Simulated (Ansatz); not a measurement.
`N[C@H]1O[Si@@H]1[SiH3]` → `N=C([SiH3])O[SiH3]`  (isomerisation)

Gas-phase electronic energies from Ansatz, PBE0-D4/def2-TZVP geometries. CCSD(T)/CBS is the MP2 limit (def2-TZVPP, def2-QZVPP) plus CCSD(T) − MP2 in def2-TZVPP, frozen cores. Functionals use def2-TZVPP. One conformer a species, not always the lowest.

CCSD(T)/CBS gives -95.9 kJ/mol.

Task: Another level gave -68.1 kJ/mol. Which?
A. ωB97M-V/def2-TZVPP
B. ωB97X-V/def2-TZVPP
C. CCSD/def2-TZVPP
D. PBE/def2-TZVPP

Result: D. PBE -68.1, CCSD/def2-TZVPP -104.3, ωB97X-V -93.0, ωB97M-V -99.6 kJ/mol.

Largest T1 diagnostic among the species: 0.015.

From PBE to PBE0 (25 % exact exchange), in def2-TZVPP and without D4, ΔE moves by −5.9 kJ/mol. In def2-TZVPP, CCSD(T) changes the Hartree–Fock value by +40.0 kJ/mol (the triples alone add +2.8 kJ/mol) and MP2 by +42.0 kJ/mol.
